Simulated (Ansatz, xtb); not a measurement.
BGeH5OSi: which of two isomers lies lower

We compare X, `O=[B][GeH2][SiH3]`, a singlet, with Y, `[BH]1O[SiH2][GeH2]1`, a singlet. Both are isolated molecules in the gas phase, relaxed with BLYP-D3(BJ)/def2-SVP; the shapes shown needn't be the lowest conformers.

X (Å):

```yaml
atoms:
  - { symbol: B, position_ang: [-0.6569, -0.3712, -2.8514] }
  - { symbol: Ge, position_ang: [0.4303, -0.2777, -1.1144] }
  - { symbol: O, position_ang: [-1.2651, -0.4138, -3.9043] }
  - { symbol: Si, position_ang: [2.6876, 0.4025, -1.6193] }
  - { symbol: H, position_ang: [-0.2747, 0.7326, -0.1695] }
  - { symbol: H, position_ang: [0.3890, -1.6827, -0.4549] }
  - { symbol: H, position_ang: [3.4790, 0.4726, -0.3478] }
  - { symbol: H, position_ang: [3.3080, -0.5984, -2.5463] }
  - { symbol: H, position_ang: [2.6611, 1.7507, -2.2731] }
```

Y (Å):

```yaml
atoms:
  - { symbol: B, position_ang: [0.6701, 1.0187, -0.7433] }
  - { symbol: Ge, position_ang: [1.3292, 0.7855, -2.7693] }
  - { symbol: O, position_ang: [0.8058, -0.2350, -0.2358] }
  - { symbol: Si, position_ang: [1.4304, -1.2863, -1.5186] }
  - { symbol: H, position_ang: [0.2583, 1.9416, -0.0730] }
  - { symbol: H, position_ang: [0.4422, -2.3991, -1.7155] }
  - { symbol: H, position_ang: [2.7224, -1.8769, -1.0331] }
  - { symbol: H, position_ang: [2.6853, 1.3752, -3.2527] }
  - { symbol: H, position_ang: [0.3259, 0.8332, -3.9576] }
```

Task: Estimate which is lower in electronic energy at CCSD(T)/def2-SVP + ΔMP2/def2-TZVPP, and by roughly how much.

Result: Too close to call at this level: CCSD(T)/def2-SVP + ΔMP2/def2-TZVPP gives E(Y) − E(X) = +1.36 kcal/mol.

How the difference moves with the method:

| level | geometry | E(Y) − E(X) (kcal/mol) | departure from the last row (kcal/mol) | job, with rough time for the two |
| --- | --- | --- | --- | --- |
| GFN2-xTB | GFN2-xTB | +0.81 | −0.56 | optimisation, 0.25 s |
| HF/STO-3G | GFN2-xTB | +19.17 | +17.81 | single point, 0.42 s |
| r2SCAN-D4/def2-SVP | GFN2-xTB | +3.96 | +2.60 | single point, 3.6 s |
| BLYP-D3(BJ)/def2-SVP | BLYP-D3(BJ)/def2-SVP | +6.05 | +4.68 | optimisation, 32 s |
| HF/def2-SVP | BLYP-D3(BJ)/def2-SVP | +3.99 | +2.63 | part of the CCSD(T) run |
| MP2/def2-SVP | BLYP-D3(BJ)/def2-SVP | +8.36 | +7.00 | part of the CCSD(T) run |
| CCSD(T)/def2-SVP | BLYP-D3(BJ)/def2-SVP | +7.72 | +6.35 | single point |
| CCSD(T)/def2-SVP + ΔMP2/def2-TZVPP | BLYP-D3(BJ)/def2-SVP | +1.36 |  | single point, 26 s |

As drawn, Y has 1 B–O, 1 O–Si, 1 B–H in place of 1 B=O, 1 Si–H. Structure X has no ring, Y a 4-membered ring.

The largest departure from CCSD(T)/def2-SVP + ΔMP2/def2-TZVPP is that of HF/STO-3G, 17.81 kcal/mol. The last row adds to CCSD(T) the change of the MP2 difference between the two basis sets, here −6.35 kcal/mol, a large step that makes the value less sure.

With harmonic frequencies from BLYP-D3(BJ)/def2-SVP (ideal gas, rigid rotor, one conformer each, 600 K, 1 atm): the zero-point term adds +1.08 kcal/mol; ΔH is +1.46 and ΔG +6.16 kcal/mol.

The correlated steps freeze 16 core orbitals; the filled d shell of Ge is correlated, in a basis made for valence electrons. Run with Ansatz 0.2.0, xtb 6.7.1; the last row on 2 threads of Arm Neoverse V1 on a shared host.
